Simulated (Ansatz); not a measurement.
One change: `[NH2][Nb]([NH2])([NH2])=[O]` becomes `[NH2][Nb]([NH2])(=[O])[F]`.

Ansatz, PBE0-D4/def2-TZVP geometries, multiplicity 1. Each molecule was computed in one conformer, which needn't be the lowest.

Elements past krypton have def2 core potentials.

```
                                      property  `[NH2][Nb]([NH2])([NH2])=[O]`
           LUMO energy (B3LYP/def2-TZVPP) / eV                          -0.58
size of the dipole moment (PBE/def2-TZVPP) / D                           3.33
         HOMO–LUMO gap (B3LYP/def2-TZVPP) / eV                           6.02
          HOMO–LUMO gap (PBE0/def2-TZVPP) / eV                           6.50
         LUMO energy (ωB97M-V/def2-TZVPP) / eV                           0.85
           HOMO–LUMO gap (PBE/def2-TZVPP) / eV                           4.29
```

(1) Give the same properties after the change, and the shifts. (Estimate.)

## Answers

(1) Computed: 
```csv
property,`[NH2][Nb]([NH2])(=[O])[F]`,shift
LUMO energy (B3LYP/def2-TZVPP) / eV,-1.22,-0.64
size of the dipole moment (PBE/def2-TZVPP) / D,3.82,0.49
HOMO–LUMO gap (B3LYP/def2-TZVPP) / eV,6.36,0.34
HOMO–LUMO gap (PBE0/def2-TZVPP) / eV,6.85,0.35
LUMO energy (ωB97M-V/def2-TZVPP) / eV,0.68,-0.17
HOMO–LUMO gap (PBE/def2-TZVPP) / eV,4.59,0.30
```

With PBE0 the HOMO falls by 0.99 eV and the LUMO falls by 0.64 eV, so the gap widens by about 0.35 eV. PBE moves the HOMO by -0.93 eV and ωB97M-V by -1.04 eV. The zero-point energy changes by -58.1 kJ/mol with -6 modes. Dipoles are sizes alone; their direction can turn.

B3LYP here is the variant with VWN-RPA as its local correlation; programs differ in this.
